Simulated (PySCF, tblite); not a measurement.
Species: C₅H₁₅NOSi₂.
Geometry (GFN2-xTB, Å), atoms numbered from 1 in this order:
```
atom  x, y, z in Å
C1     2.418   -0.936    0.458
C2     1.665    0.342    0.115
C3     0.210    0.122   -0.300
O4    -0.345    1.331   -0.856
C5    -0.402    2.481   -0.051
C6    -0.672   -0.391    0.839
Si7   -2.378   -0.710    0.072
N8    -1.773   -1.334   -1.429
Si9   -0.131   -0.969   -1.841
H10    3.454   -0.703    0.699
H11    2.408   -1.627   -0.380
H12    1.976   -1.429    1.320
H13    2.172    0.847   -0.712
H14    1.700    1.007    0.985
H15    0.597    2.876    0.169
H16   -0.950    3.222   -0.632
H17   -0.933    2.308    0.889
H18   -0.257   -1.327    1.211
H19   -0.681    0.304    1.680
H20   -3.186    0.504   -0.084
H21   -3.140   -1.753    0.767
H22   -2.388   -1.755   -2.102
H23   -0.002   -0.164   -3.050
H24    0.625   -2.225   -1.927
```

Method used: PBE0/pcSseg-1 in PySCF (dipole) on a GFN2-xTB geometry, gas phase.

Take the most abundant isotopes and a rigid rotor. The values belong to one conformer with, in the numbering `[CH3:1][CH2:2][C@:3]1([O:4][CH3:5])[CH2:6][SiH2:7][NH:8][SiH2:9]1`, C1–C2–C3–O4 -169°, C2–C3–O4–C5 -61°, C2–C3–C6–Si7 -176°, C3–C6–Si7–N8 38°, C6–Si7–N8–Si9 -19°, Si7–N8–Si9–C3 -3°.

**Question.** What are A, B and C (cm⁻¹)?

**Answer.** Ia = 349.54, Ib = 492.91, Ic = 591.45 u·Å²; 505379 MHz·u·Å²/I gives 1446, 1025 and 854.5 MHz, that is A = 0.04823, B = 0.03420, C = 0.02850 cm⁻¹.

**Question.** What kind of rotor is it?

**Answer.** An asymmetric top: κ = (2 × 1025 − 1446 − 854.5)/(1446 − 854.5) = -0.42.

**Question.** What does the inertial defect say?

**Answer.** Not planar: Δ = Ic − Ia − Ib = -251.01 u·Å². For a rigid frame Δ = −2 Σ m c², so Σ m c² = 125.50 u·Å² lies off the ab plane: 26.80 from hydrogen and 98.70 from heavier atoms. The atom farthest from that plane is 2.44 Å away.

**Question.** Which types of transition are allowed, and where do some lines up to J = 5 fall?

**Answer.** The dipole components are |μa| = 0.70 D, |μb| = 0.45 D, |μc| = 0.72 D. Intensities carry the squares of the components, which stand as 0.95 : 0.38 : 1.00 (a : b : c). Some lines, for components of 0.1 D or more:

```json
{"type": "a", "branch": "R", "J(Ka,Kc)": "1(0,1) ← 0(0,0)", "MHz": "1880", "lower level (cm⁻¹)": "0.000"}
{"type": "b", "branch": "Q", "J(Ka,Kc)": "3(2,2) ← 3(1,3)", "MHz": "2054", "lower level (cm⁻¹)": "0.375"}
{"type": "c", "branch": "Q", "J(Ka,Kc)": "3(3,1) ← 3(2,1)", "MHz": "2357", "lower level (cm⁻¹)": "0.450"}
{"type": "b", "branch": "Q", "J(Ka,Kc)": "4(2,3) ← 4(1,4)", "MHz": "2430", "lower level (cm⁻¹)": "0.612"}
{"type": "b", "branch": "Q", "J(Ka,Kc)": "5(3,3) ← 5(2,4)", "MHz": "2838", "lower level (cm⁻¹)": "1.004"}
{"type": "b", "branch": "Q", "J(Ka,Kc)": "5(4,1) ← 5(3,2)", "MHz": "3326", "lower level (cm⁻¹)": "1.104"}
{"type": "b", "branch": "Q", "J(Ka,Kc)": "4(4,0) ← 4(3,1)", "MHz": "3438", "lower level (cm⁻¹)": "0.784"}
{"type": "b", "branch": "Q", "J(Ka,Kc)": "5(5,1) ← 5(4,2)", "MHz": "4467", "lower level (cm⁻¹)": "1.215"}
{"type": "a", "branch": "R", "J(Ka,Kc)": "3(2,2) ← 2(2,1)", "MHz": "5639", "lower level (cm⁻¹)": "0.256"}
{"type": "a", "branch": "R", "J(Ka,Kc)": "5(4,2) ← 4(4,1)", "MHz": "9492", "lower level (cm⁻¹)": "0.898"}
```

**Question.** Estimate the classical rotational partition function at 25 K, 200 K and 500 K.

**Answer.** Point group C1, symmetry number σ = 1; q = (√π/σ)·√((kT/h)³/(ABC)), k/h = 20836.6 MHz/K: 18700 at 25 K, 424000 at 200 K, 1670000 at 500 K.

Its GFN2-xTB frequencies are all real (lowest 50 cm⁻¹). Constants of a rigid frame at the computed geometry: no zero-point averaging, no centrifugal distortion. A rigid rotor knows nothing of internal rotation, which can split or shift real lines. Quadrupole hyperfine structure (14N) is left out.
